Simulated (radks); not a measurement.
Q: Spherical quantum dot in the effective-mass picture: electrons in a hard-walled sphere of radius 3.1, all in effective atomic units (hartree* = m*/eps^2 hartree, bohr* = eps/m* bohr), one dielectric constant everywhere. Calculated with a radial shooting solver with Libxc functionals: non-relativistic Kohn-Sham, LDA (Slater exchange, Perdew-Wang correlation), spin-polarised, spherical densities. Levels are named by radial order and angular momentum (1s, 1p, 1d, 2s, ...), and open shells are averaged over m. At N = 1 the configuration is 1s(up 1, down 0). Does electron 2 go into 1p up or 1s down?

A: Into 1s down. The total energies of the other choices lie higher by 0.409 hartree* (1p up).
